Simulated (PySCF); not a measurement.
## Two-photon absorption: `FC(C#CC#C)(F)F`, C₅HF₃

Geometry (Å), atoms numbered from 1 in this order:
```xyz
9

C     3.154   -0.033   -0.636
C     1.965   -0.022   -0.382
C     0.625   -0.008   -0.095
C    -0.561    0.003    0.163
C    -1.995    0.023    0.475
F    -2.238    0.766    1.553
F    -2.450   -1.206    0.716
F    -2.696    0.529   -0.538
H     4.205   -0.044   -0.859
```

Method: PySCF 2.14.0, TDDFT wB97X-D/def2-SVPD excited states, vertical, gas phase. Geometry: PBE0-D3(BJ)/def2-SVP.

Singlets 2 and 3, 5 and 6 lie within 0.01 eV of each other, so their separate moments and overlaps can depend on how they mix.

Give the one- and two-photon strengths of the lowest singlets.

δ for parallel linear polarisation; σ at the peak of a Lorentzian of half width 0.1 eV, single beam; Ω is circular over linear.
| state | E (eV) | f | photon λ (nm) | δ (au) | σ (GM) | Ω | main |
| --- | --- | --- | --- | --- | --- | --- | --- |
| S1 | 4.64 | 0.000 | 534 | <0.1 | 0.00 | – | HOMO→LUMO 0.48, HOMO−1→LUMO+1 0.47 |
| S2 | 4.85 | 0.000 | 512 | <0.1 | 0.00 | – | HOMO→LUMO+1 0.47, HOMO−1→LUMO 0.47 |
| S3 | 4.85 | 0.000 | 511 | <0.1 | 0.00 | – | HOMO−1→LUMO+1 0.47, HOMO→LUMO 0.47 |
| S4 | 7.10 | 0.000 | 349 | <0.1 | 0.00 | – | HOMO−2→LUMO 0.41, HOMO−3→LUMO+1 0.40 |
| S5 | 7.39 | 0.000 | 335 | 0.17 | 0.00 | 1.50 | HOMO−3→LUMO 0.45, HOMO−2→LUMO+1 0.45 |
